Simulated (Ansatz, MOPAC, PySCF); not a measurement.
Ligands exchanged one at a time, Ga F-H. Gas-phase values, no solvent. Strings in code marks are SMILES.

Quantity: vertical ionisation energy (energy after one electron is removed minus that of the parent at the parent's geometry), in eV.

Level 1: frozen-core CCSD(T)/cc-pVTZ // B3LYP-D3(BJ)/def2-TZVP (Ansatz, a quantum-chemistry and plane-wave program)
Level 2: minus the HOMO energy of HF/STO-3G // B3LYP-D3(BJ)/def2-TZVP (PySCF)
Level 3: minus the HOMO energy of PM6 // B3LYP-D3(BJ)/def2-TZVP (MOPAC)
Level 4: minus the HOMO energy of SVWN5/6-31G* // B3LYP-D3(BJ)/def2-TZVP (PySCF)

```tsv
species	level 2	level 3	level 4
`[GaH3]`	6.89	12.29	7.41
`[F][GaH][F]`	7.96	13.60	8.53
`[F][GaH2]`	7.37	12.66	7.40
```

Problem. What does level 1 give for each, and how far do the other levels lie from it on average?

Solution. 
- `[GaH3]`: 11.36
- `[F][GaH][F]`: 13.42
- `[F][GaH2]`: 11.88
Mean absolute difference from level 1, which has limits of its own, over these rows (drawn at random from the members that have all these levels): level 2 4.81 eV, level 3 0.63 eV, level 4 4.44 eV.
